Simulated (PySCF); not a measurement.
# MF3+ across group 16

Level: PBE0, basis family def2-TZVP, scalar-relativistic core potentials from Rb on and no relativity for lighter atoms.

Each entry is the lowest minimum that a search over a few typed start shapes (and spin states, where more than one is plausible) found, or that minimum re-optimised at the stated level; isomers with ligand–ligand bonds, or fragments after loss of a ligand pair, can lie lower. Open shells are unrestricted; no spin–orbit coupling; PySCF with density fitting.

```json
{"molecule": "SF₃⁺", "2S+1": "1", "point group": "C3v", "mean bond to the central atom (Å)": "1.503", "distinct angles (°)": "100", "gap (eV)": "10.17", "dipole (D)": "1.67", "highest ω (cm⁻¹)": "1005"}
{"molecule": "SeF₃⁺", "2S+1": "?", "point group": "?", "mean bond to the central atom (Å)": "?", "distinct angles (°)": "?", "gap (eV)": "?", "dipole (D)": "?", "highest ω (cm⁻¹)": "?"}
{"molecule": "TeF₃⁺", "2S+1": "1", "point group": "C3v", "mean bond to the central atom (Å)": "1.812", "distinct angles (°)": "95", "gap (eV)": "8.82", "dipole (D)": "3.40", "highest ω (cm⁻¹)": "765"}
```

Question: Fill in the row of SeF₃⁺.

Answer: 2S+1: 1; point group: C3v; mean bond to the central atom (Å): 1.651; distinct angles (°): 97; gap (eV): 9.53; dipole (D): 2.31; highest ω (cm⁻¹): 836.

The bond lengthens at every step; the largest change, 0.161 Å, falls between SeF₃⁺ and TeF₃⁺ among the members listed.

Left out of the table are members whose search was unfinished or whose lowest solution was spin-contaminated, unstable, very soft or bonded differently.
